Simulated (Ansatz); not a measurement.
Reaction (redistribution): `BCC[SiH2]C` + `CBBC` → `CB[SiH2]C` + `BCCBC`

Computed with Ansatz on PBE0-D4/def2-TZVP structures; ΔE is electronic, products minus reactants. CCSD(T)/CBS is the MP2 limit (def2-TZVPP, def2-QZVPP) plus CCSD(T) − MP2 in def2-TZVPP, frozen cores. DFT in def2-TZVPP. One conformer a species, not always the lowest.

```json
{"level": "PBE0", "ΔE (kJ/mol)": "0.6"}
{"level": "HF/def2-TZVPP", "ΔE (kJ/mol)": "7.6"}
{"level": "MP2/def2-TZVPP", "ΔE (kJ/mol)": "-0.4"}
{"level": "CCSD(T)/def2-TZVPP", "ΔE (kJ/mol)": "-1.0"}
```

(1) What does CCSD(T)/CBS give? (Best estimate.)

Largest T1 diagnostic among the species: 0.011.

Answers

(1) Computed: +0.2 kJ/mol. The listed levels differ from it by 0.4, 7.4, -0.6, -1.2 kJ/mol.

In def2-TZVPP, CCSD(T) changes the Hartree–Fock value by −8.5 kJ/mol (the triples alone add −1.7 kJ/mol) and MP2 by −8.0 kJ/mol.
